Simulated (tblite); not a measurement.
C₆H₁₂OSi₂.
Cartesian coordinates in Å at the GFN2-xTB level; atoms count from 1:
```xyz
21
C6H12OSi2 angstrom
Si     3.446    0.223    0.350
O      1.920    0.024    0.874
C      0.712    0.040    0.276
C      0.506    0.302   -1.017
Si    -1.249    0.290   -1.656
C     -2.137   -0.159   -0.038
C     -1.372   -1.322    0.610
C     -0.423   -0.269    1.209
C     -1.569    0.748    1.064
H      3.617    1.518   -0.312
H      4.139    0.142    1.625
H      3.812   -0.846   -0.583
H      1.359    0.514   -1.645
H     -1.472   -0.737   -2.681
H     -1.686    1.608   -2.134
H     -3.222   -0.253   -0.083
H     -1.950   -1.828    1.384
H     -0.922   -2.065   -0.047
H     -0.034   -0.452    2.212
H     -2.197    0.776    1.954
H     -1.285    1.764    0.791
```

All values are computed: GFN2-xTB (tblite) harmonic vibrations without scaling, gas phase. This tight-binding method is rough: wavenumbers can miss measured ones by several per cent, in bad cases by 10 to 20. Modes of hydrogen on silicon can be 10 to 20 % off. One conformer, not necessarily the lowest.

Harmonic wavenumbers (cm⁻¹): 51.4, 100.7, 122.4, 175.2, 199.6, 300.0, 306.6, 343.2, 345.7, 468.6, 514.3, 544.2, 596.9, 625.7, 627.4, 641.6, 687.4, 749.5, 755.9, 776.5, 792.9, 805.0, 820.8, 830.8, 855.6, 867.5, 907.8, 1000.7, 1003.2, 1027.4, 1036.2, 1065.5, 1109.6, 1117.7, 1165.2, 1193.0, 1226.8, 1229.6, 1236.4, 1248.6, 1262.4, 1332.8, 1481.9, 1495.1, 1637.8, 2218.2, 2229.8, 2236.6, 2261.5, 2343.1, 2968.9, 2974.3, 2976.1, 2984.7, 2991.0, 2994.4, 3067.5.

A = 2442, B = 748.5, C = 637.0 MHz; mass 156.043 u (most abundant isotopes); point group C1, symmetry number 1.

Task: What is the zero-point energy?

Result: ½Σν̃ = 34465 cm⁻¹ = 98.54 kcal/mol.

Task: What is S at 298.15 K and 1 bar for an ideal gas of classical rigid rotors and harmonic oscillators?

Result: Translation 41.07, rotation 30.00, vibration 27.70: S = 98.8 cal/(mol K).

Task: And Cp and H(298.15 K) − H(0)?

Result: Cp = 42.76 cal/(mol K), of which vibrations give 34.81 (their classical limit is 57 R = 113.3); H(298.15 K) − H(0) = 7.04 kcal/mol without the zero-point energy, 4.67 from vibrations.

Task: Blend soft modes into free rotors: weight 1/[1 + (100 cm⁻¹/ν̃)⁴] for the oscillator and the rest for a rotor with moment μB/(μ + B), μ = h/(8π²ν), B = 10⁻⁴⁴ kg m². What vibrational entropy results?

Result: 26.13 cal/(mol K) in place of 27.70, which changes −T·S at 298.15 K by +0.47 kcal/mol.

Task: How do the functions run with temperature in this model?

Result: 
| T (K) | S (cal/(mol K)) | Cp (cal/(mol K)) | H − H(0) (kcal/mol) | G − H(0) (kcal/mol) | ln q(vib) |
| --- | --- | --- | --- | --- | --- |
| 50 | 59.1 | 12.0 | 0.47 | -2.48 | 0.36 |
| 100 | 69.1 | 17.3 | 1.21 | -5.70 | 1.29 |
| 373.15 | 109.4 | 52.4 | 10.62 | -30.21 | 8.08 |
| 500 | 126.7 | 65.7 | 18.15 | -45.20 | 11.66 |
| 750 | 157.0 | 83.3 | 36.95 | -80.77 | 18.74 |
| 1000 | 182.5 | 94.2 | 59.24 | -123.29 | 25.44 |

q(vib) and H(0) count from the zero-point level.

Task: Which modes carry the vibrational entropy at 298.15 K?

Result: 51.4 cm⁻¹: 4.76; 100.7 cm⁻¹: 3.44; 122.4 cm⁻¹: 3.06; 175.2 cm⁻¹: 2.38; 199.6 cm⁻¹: 2.14; 300.0 cm⁻¹: 1.42 cal/(mol K); the other 51 give 10.50 together.

Task: What must be added to the electronic energy to get the Gibbs energy at 298.15 K and 1 bar?

Result: ZPE + [H(298.15 K) − H(0)] − T·S = 98.54 + 7.04 − 29.45 = 76.13 kcal/mol.

Hindered rotation and anharmonicity are outside this model. Other conformers, if any are populated, would add a mixing term that is left out.

Time: 4.2 s wall, 3.6 s CPU. Hardware: one thread, Intel Xeon at 2.50 GHz (x86_64), no GPU, shared host with 64 logical CPUs at a one-minute load of 63. This covers the Hessian and the dipole derivatives.
